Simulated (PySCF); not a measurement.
F₂La (SMILES [F][La][F]), doublet, geometry from GFN2-xTB (such geometries of metal compounds can be far from the true shape) (the multiplicity is a formal guess) (core potentials on La). Base run: DF-B3LYP/def2-SVP (PySCF).

PySCF was given this input:
```python
from pyscf import gto, scf, dft

mol = gto.Mole()
mol.atom = '''
    La    0.351199    0.238831    0.074804
    F    -1.586339    0.283622   -1.330704
    F    -0.637918   -1.796216    0.856946
'''
mol.basis = 'def2-svp'
mol.ecp = {'La': 'def2-svp'}
mol.charge = 0
mol.spin = 1
mol.verbose = 4
mol.build()

mf = dft.UKS(mol)
mf.xc = 'b3lyp'
mf = mf.density_fit(auxbasis='def2-universal-jkfit')
mf.kernel()
```

Each row names what was changed in the base input (with any setting that the change needs).

```csv
change,basis functions,E (Eh),HOMO (eV),dipole (D),core-seconds (rough)
base,60,-231.20371,-4.55,8.14,7
basis = LANL2DZ,40,-231.05019,-4.76,8.49,5
basis = def2-SV(P),[?],[?],[?],8.24,4
basis = def2-SVPD,81,-231.23460,-4.76,8.46,9
basis = def2-TZVP,102,-231.45959,-4.72,8.34,10
basis = def2-TZVPP,118,-231.46354,-4.72,8.24,10
basis = def2-TZVPD,123,-231.46420,-4.74,8.34,10
basis = def2-QZVP,186,-231.47684,-4.73,8.26,20
basis = def2-QZVPP,[?],[?],-4.73,8.26,20
```

Question: Fill in the missing entries.

Answer: 
- basis = def2-SV(P), basis functions: 53
- basis = def2-SV(P), E (Eh): -231.19328
- basis = def2-SV(P), HOMO (eV): -4.57
- basis = def2-QZVPP, basis functions: 195
- basis = def2-QZVPP, E (Eh): -231.47733

Totals compare only among sets that treat the same electrons; sets with core potentials leave the core out.

Open shells are given as the SCF converged; they aren't shown to be the lowest states, and a large step between rows can be another state.
